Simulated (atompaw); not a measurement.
**Reading a pseudo-wave (strontium (Sr))**

Columns: radius, all-electron u(r) and pseudo u(r) of the 4d shell (level -3.89 eV) of strontium in the configuration [Ar] 3d10 4s2 4p6 4d0 5s1.5 5p0; PBE, scalar-relativistic, PAW (atompaw) scheme, atompaw 4.2.0.5.

```tsv
r (bohr)	all-electron	pseudo
0.115	-0.0795	0.0003
0.231	-0.1981	0.0024
0.346	-0.2205	0.0080
0.462	-0.1636	0.0186
0.577	-0.0688	0.0351
0.692	0.0371	0.0582
0.808	0.1408	0.0884
0.923	0.2337	0.1247
1.038	0.3142	0.1665
1.154	0.3821	0.2131
1.269	0.4366	0.2619
1.385	0.4798	0.3120
1.500	0.5123	0.3605
1.615	0.5359	0.4060
1.731	0.5522	0.4472
1.846	0.5622	0.4819
1.962	0.5673	0.5097
2.077	0.5683	0.5298
2.192	0.5660	0.5425
2.308	0.5613	0.5485
2.423	0.5546	0.5485
2.538	0.5463	0.5440
2.654	0.5368	0.5362
2.769	0.5264	0.5263
2.885	0.5154	0.5154
3.000	0.5039	0.5039
```

Problem. How many radial nodes do the two functions have?

Solution. The all-electron 4d function has n − l − 1 = 1; the pseudo-wave has 0, since the states of the same l below it are removed with the core.

Problem. Where does each function peak?

Solution. Outermost all-electron maximum near 2.08 bohr, pseudo maximum near 2.31 bohr (to the table’s step).

Problem. Is the pseudo-wave norm-conserving?

Solution. No, it belongs to a PAW set: the norm inside the radius is not constrained, and the difference is carried by the augmentation charge.
